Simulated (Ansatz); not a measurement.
C$_{4}$H$_{9}$FOSi (`CC(C)(C)O[Si]F`) at its PBE0-D4/def2-TZVP geometry, where that method's forces vanish. The species carries charge 0 and has multiplicity 1.

```xyz
16

C     0.7057   -1.3647    0.7456
C     0.0114   -0.1631    0.1304
C    -0.2051   -0.3673   -1.3605
C     0.7933    1.1120    0.4021
O    -1.2702   -0.0708    0.7789
Si   -2.6030    0.8515    0.7600
F    -2.2851    1.9798   -0.3667
H     0.1192   -2.2699    0.5777
H     1.6941   -1.5036    0.3022
H     0.8240   -1.2257    1.8218
H     0.7543   -0.4980   -1.8659
H    -0.7113    0.4932   -1.8006
H    -0.8087   -1.2602   -1.5367
H     0.8988    1.2697    1.4776
H     0.2898    1.9764   -0.0334
H     1.7928    1.0406   -0.0325
```

Task: What forces (eV/Å) does ωB97M-V/def2-TZVPP give on these atoms in Ansatz 0.2.0? (Estimate.)

Result: Computed: 
```
C1   0.088 -0.136  0.064
C2   0.079 -0.003 -0.042
C3  -0.020 -0.022 -0.163
C4   0.088  0.138  0.027
O5  -0.034 -0.065  0.074
Si6 -0.183 -0.030  0.129
F7   0.066  0.100 -0.121
H8   0.030  0.063  0.007
H9  -0.058  0.013  0.022
H10 -0.013 -0.001 -0.069
H11 -0.055  0.009  0.034
H12  0.028 -0.047  0.034
H13  0.035  0.053  0.019
H14 -0.012 -0.016 -0.063
H15  0.022 -0.056  0.023
H16 -0.061  0.000  0.024
```
